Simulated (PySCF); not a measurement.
Mayer bond orders and bond lengths

Compound: ClH₁₁Si₅.
Atom-mapped SMILES: `[SiH3:1][Si:2]([SiH3:3])([SiH3:4])[SiH2:5][Cl:6]` (hydrogens: H7, H8, H9 on Si1; H10, H11, H12 on Si3; H13, H14, H15 on Si4; H16, H17 on Si5)

Geometry (GFN2-xTB, Å), atoms numbered from 1 in this order:
```xyz
17
ClH11Si5 angstrom
Si     1.8704    0.6369    1.2546
Si    -0.0137    0.0487   -0.0242
Si    -1.1483    1.9694   -0.7454
Si     0.6605   -1.2487   -1.8670
Si    -1.4749   -1.2142    1.3049
Cl    -0.4595   -2.8753    1.9128
H      2.7989    1.4718    0.4881
H      2.6305   -0.5279    1.7075
H      1.5144    1.4016    2.4525
H     -1.6012    2.8150    0.3607
H     -0.2942    2.8107   -1.5845
H     -2.3389    1.6658   -1.5418
H     -0.4747   -1.6994   -2.6766
H      1.3997   -2.4477   -1.4714
H      1.5367   -0.4904   -2.7640
H     -1.9359   -0.5804    2.5415
H     -2.6769   -1.7240    0.6423
```

Bond orders from the PBE0/pcSseg-1 density (PySCF). Geometry: GFN2-xTB; no solvent, vibrations or thermal averaging.

(1) Where do the orders between heavy atoms depart from those drawn in the SMILES?

(2) Give the Mayer order of every bond between heavy atoms, beside its length.

(3) And the bonds to hydrogen?

(4) Sum the orders of all bonds at each heavy atom with more than one neighbour and set the sums beside the valence in the SMILES.

## Answers

(1) The largest departure is 0.150, at Si2–Si5 (drawn single, 0.850). Drawn single, order below 0.88: Si1–Si2 (0.864), Si2–Si3 (0.864), Si2–Si4 (0.864) and Si2–Si5 (0.850).

(2) 
```json
{"bond": "Si1–Si2", "drawn as": "single", "length (Å)": "2.352", "Mayer order": "0.864"}
{"bond": "Si2–Si3", "drawn as": "single", "length (Å)": "2.344", "Mayer order": "0.864"}
{"bond": "Si2–Si4", "drawn as": "single", "length (Å)": "2.352", "Mayer order": "0.864"}
{"bond": "Si2–Si5", "drawn as": "single", "length (Å)": "2.344", "Mayer order": "0.850"}
{"bond": "Si5–Cl6", "drawn as": "single", "length (Å)": "2.040", "Mayer order": "0.923"}
```

(3) H–Si: 0.92 to 0.94 (11 bonds).

(4) Si1 3.666 (drawn 4), Si2 3.442 (drawn 4), Si3 3.663 (drawn 4), Si4 3.666 (drawn 4), Si5 3.619 (drawn 4). Orders between atoms that aren't bonded are not in these sums.

For a closed shell the Mayer order of atoms A and B is Σ (PS)μν (PS)νμ over the basis functions μ on A and ν on B, with P the density and S the overlap matrix.

The run behind these numbers computed NMR shieldings as well. The run took about 1.9 min of CPU time (with the writing of density and orbital grids) (one thread, shared machine).
